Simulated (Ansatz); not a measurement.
Compare A (`F[CH]([SiH3])[GeH3]`) with its isomer B (`[CH3][GeH]([F])[SiH3]`).

Computed with Ansatz on PBE0-D4/def2-TZVP structures; ΔE is electronic, products minus reactants. CBS: MP2 limit from def2 TZ/QZ plus the TZ coupled-cluster correction, frozen cores. Functionals use def2-TZVPP. B3LYP here is the variant with VWN-RPA as its local correlation; programs differ in this. For Ge outer-core shells are correlated without core-valence functions, which leaves a few kJ/mol of doubt a bond. Scalar relativity is left out up to krypton.

(1) Which is lower in electronic energy at CCSD(T)/CBS, and by how much? (An estimate is asked.)

(2) Give E(B) − E(A) in kJ/mol with B3LYP, B3LYP-D4, CCSD(T)/def2-TZVPP, CCSD/def2-TZVPP, B2PLYP, PBE0-D4, ωB97M-V. (An estimate is asked.)

Largest T1 diagnostic: 0.012.

Answers

(1) Computed: B, by 203.7 kJ/mol.

(2) Computed: B3LYP -202.7, B3LYP-D4 -200.1, CCSD(T)/def2-TZVPP -203.5, CCSD/def2-TZVPP -204.6, B2PLYP -206.0, PBE0-D4 -203.2, ωB97M-V -197.8. None reverses the order clearly.

From PBE to PBE0 (25 % exact exchange), in def2-TZVPP and without D4, E(B) − E(A) moves by −3.5 kJ/mol.
